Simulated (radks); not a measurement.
Q: These are the eigenvalues of the occupied orbitals of an atom or ion with whole-number occupations (Ry). All-electron calculation, scalar-relativistic Kohn-Sham, Slater X-alpha with alpha = 0.759, spin-unpolarised, spherical densities, point nucleus. Program: a radial shooting solver on a logarithmic mesh with Libxc functionals.

orbital  eigenvalue
1s        -177.2384
2s        -15.68461
2p        -11.69569
3s         -1.25931
3p         -0.50348

Which element is it, and in what charge state? The configuration may be excited.

A: Z = 16, sulfur, charge 0: S in [Ne] 3s2 3p4. The list shows which subshells hold electrons but not how many an open one holds; the 1s level, -88.619 hartree, gives Z - s = 13.3 by -(Z - s)^2/2, which with screening and relativity narrows Z to a few neighbours, and the depths of the outer levels then fix element, charge and occupations together.
